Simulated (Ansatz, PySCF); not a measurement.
CH8FNOSi2, SMILES C[SiH2]N[Si@H](O)F.

Geometry optimised at PBE-D3(BJ)/def2-SVP. The structure was generated by enumeration; whether it is a known compound was not checked. One conformer was computed; it need not be the lowest.

Vertical ionisation energy (IE) and electron affinity (EA) in eV. Rows of orbital energies are one-electron estimates. Where ΔSCF, EOM or ADC give a negative EA the extra electron is unbound and the value depends on the basis.

```
level                                                                  IE     EA
-------------------------------------------------------------------  ----  -----
−ε(HOMO), −ε(LUMO), r2SCAN/def2-TZVP (PySCF)                         6.74  -0.23
−ε(HOMO), −ε(LUMO), PBE/def2-TZVP (PySCF)                            6.43   0.30
ΔSCF, PBE0/def2-SVPD (Ansatz), final states of multiplicity 2 and 2   [?]    [?]
ΔSCF, PBE/def2-SVPD (Ansatz), final states of multiplicity 2 and 2   9.43  -1.07
```

Problem. Complete the blanks. (An estimate is asked for; the answer gives what the named calculation found.)

Solution. 
- ΔSCF, PBE0/def2-SVPD (Ansatz, a program for electronic structure), final states of multiplicity 2 and 2, IE: 9.77
- ΔSCF, PBE0/def2-SVPD (Ansatz), final states of multiplicity 2 and 2, EA: -1.33

Problem. What vertical singlet–triplet gap does ΔSCF give with PBE0/def2-SVPD (Ansatz) and with PBE/def2-SVPD (Ansatz)? (Estimate from the structure and the level; the computed values follow.)

Solution. 6.43 and 6.04 eV (triplet above singlet where positive).
